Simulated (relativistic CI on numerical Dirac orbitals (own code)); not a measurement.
## Electric-dipole transitions in Ne X

These numbers are calculated, not measured: Dirac equation for one electron, model QED (radiative potential, 1s self-energy scaled to tabulated hydrogen-like ionisation energies) (own radial code, finite nucleus).

Configurations in the expansion: 1s, 2s, 2p, 3s, 3p, 3d, 4s, 4p, 4d, 4f, 5s, 5p, 5d, 5f, 5g, 6s, 6p, 6d. Levels of other configurations are missing.

| λ vac (nm) | Lower | Upper | A (s⁻¹) | log gf | S velocity/length |
| --- | --- | --- | --- | --- | --- |
| 1.0238 | 1s ²S1/2 [1] | 3p ²P°3/2 [8] | 1.67e+12 | -0.98 | 1.00 |
| 1.2132 | 1s ²S1/2 [1] | 2p ²P°3/2 [4] | 6.26e+12 | -0.26 | 1.00 |
| 1.2137 | 1s ²S1/2 [1] | 2p ²P°1/2 [2] | 6.27e+12 | -0.56 | 1.00 |
| 4.3379 | 2p ²P°3/2 [4] | 5d ²D5/2 [22] | 9.43e+10 | -0.80 | 1.00 |
| 4.8501 | 2p ²P°1/2 [2] | 4d ²D3/2 [12] | 1.73e+11 | -0.61 | 1.00 |
| 4.8505 | 2s ²S1/2 [3] | 4p ²P°3/2 [13] | 9.67e+10 | -0.86 | 1.00 |
| 4.8584 | 2p ²P°3/2 [4] | 4d ²D5/2 [15] | 2.06e+11 | -0.36 | 1.00 |
| 6.5440 | 2p ²P°1/2 [2] | 3d ²D3/2 [7] | 5.40e+11 | 0.14 | 1.00 |
| 6.5447 | 2s ²S1/2 [3] | 3p ²P°3/2 [8] | 2.24e+11 | -0.24 | 1.00 |
| 6.5493 | 2s ²S1/2 [3] | 3p ²P°1/2 [5] | 2.25e+11 | -0.54 | 1.00 |
| 6.5582 | 2p ²P°3/2 [4] | 3d ²D5/2 [9] | 6.47e+11 | 0.40 | 1.00 |
| 6.5597 | 2p ²P°3/2 [4] | 3d ²D3/2 [7] | 1.08e+11 | -0.56 | 1.00 |
| 10.930 | 3p ²P°3/2 [8] | 6d ²D5/2 [30] | 1.88e+10 | -0.69 | 1.00 |
| 12.791 | 3p ²P°1/2 [5] | 5d ²D3/2 [19] | 2.83e+10 | -0.56 | 1.00 |
| 12.792 | 3s ²S1/2 [6] | 5p ²P°3/2 [20] | 1.64e+10 | -0.79 | 1.00 |
| 12.808 | 3d ²D3/2 [7] | 5f ²F°5/2 [21] | 4.25e+10 | -0.20 | 1.00 |
| 12.808 | 3p ²P°3/2 [8] | 5d ²D5/2 [22] | 3.39e+10 | -0.30 | 1.00 |
| 12.813 | 3d ²D5/2 [9] | 5f ²F°7/2 [24] | 4.54e+10 | -0.05 | 1.00 |
| 18.700 | 3p ²P°1/2 [5] | 4d ²D3/2 [12] | 5.87e+10 | 0.09 | 1.00 |
| 18.701 | 3s ²S1/2 [6] | 4p ²P°3/2 [13] | 3.06e+10 | -0.19 | 1.00 |
| 18.717 | 3s ²S1/2 [6] | 4p ²P°1/2 [10] | 3.08e+10 | -0.49 | 1.00 |
| 18.732 | 3d ²D3/2 [7] | 4f ²F°5/2 [14] | 1.29e+11 | 0.61 | 1.00 |
| 18.732 | 3p ²P°3/2 [8] | 4d ²D5/2 [15] | 7.04e+10 | 0.35 | 1.00 |
| 18.738 | 3p ²P°3/2 [8] | 4d ²D3/2 [12] | 1.17e+10 | -0.61 | 1.00 |
| 18.742 | 3d ²D5/2 [9] | 4f ²F°7/2 [16] | 1.38e+11 | 0.76 | 1.00 |
| 18.745 | 3d ²D5/2 [9] | 4f ²F°5/2 [14] | 9.19e+09 | -0.54 | 1.00 |
| 26.201 | 4p ²P°1/2 [10] | 6d ²D3/2 [28] | 7.19e+09 | -0.53 | 1.00 |
| 26.229 | 4p ²P°3/2 [13] | 6d ²D5/2 [30] | 8.63e+09 | -0.27 | 1.00 |
| 40.407 | 4p ²P°1/2 [10] | 5d ²D3/2 [19] | 1.24e+10 | 0.08 | 1.00 |
| 40.410 | 4s ²S1/2 [11] | 5p ²P°3/2 [20] | 7.35e+09 | -0.14 | 1.00 |
| 40.449 | 4s ²S1/2 [11] | 5p ²P°1/2 [17] | 7.40e+09 | -0.44 | 1.00 |
| 40.469 | 4d ²D3/2 [12] | 5f ²F°5/2 [21] | 2.41e+10 | 0.55 | 1.00 |
| 40.469 | 4p ²P°3/2 [13] | 5d ²D5/2 [22] | 1.49e+10 | 0.34 | 1.00 |
| 40.482 | 4p ²P°3/2 [13] | 5d ²D3/2 [19] | 2.48e+09 | -0.61 | 1.00 |
| 40.488 | 4f ²F°5/2 [14] | 5g ²G7/2 [23] | 4.11e+10 | 0.91 | 1.00 |
| 40.488 | 4d ²D5/2 [15] | 5f ²F°7/2 [24] | 2.59e+10 | 0.71 | 1.00 |
| 40.494 | 4d ²D5/2 [15] | 5f ²F°5/2 [21] | 1.72e+09 | -0.59 | 1.00 |
| 40.496 | 4f ²F°7/2 [16] | 5g ²G9/2 [25] | 4.26e+10 | 1.02 | 1.00 |
| 40.500 | 4f ²F°7/2 [16] | 5g ²G7/2 [23] | 1.52e+09 | -0.52 | 1.00 |
| 40.519 | 4p ²P°3/2 [13] | 5s ²S1/2 [18] | 4.35e+09 | -0.67 | 1.00 |
| 74.396 | 5p ²P°1/2 [17] | 6d ²D3/2 [28] | 3.74e+09 | 0.09 | 1.00 |
| 74.401 | 5s ²S1/2 [18] | 6p ²P°3/2 [29] | 2.42e+09 | -0.09 | 1.00 |
| 74.477 | 5s ²S1/2 [18] | 6p ²P°1/2 [26] | 2.44e+09 | -0.39 | 1.00 |
| 74.501 | 5p ²P°3/2 [20] | 6d ²D5/2 [30] | 4.49e+09 | 0.35 | 1.00 |
| 74.598 | 5p ²P°3/2 [20] | 6s ²S1/2 [27] | 1.81e+09 | -0.52 | 1.00 |

Terms are leading LS components. Brackets give the number of a level in order of energy, since labels repeat. The list gives strong lines, with weight on those to low levels. Levels whose partners in the same complex of configurations lie outside the list can be far off, and so can their lines. Rates are taken at the computed energies, electric ones in the length gauge. A velocity-to-length ratio far from 1 marks an uncertain rate.

Task: From the table, what is the radiative lifetime of 5d ²D5/2?

Result: The listed rates from this level add up to about 1.43e+11 s⁻¹, 100 % of its decay; with all channels τ = 6.95e-12 s.
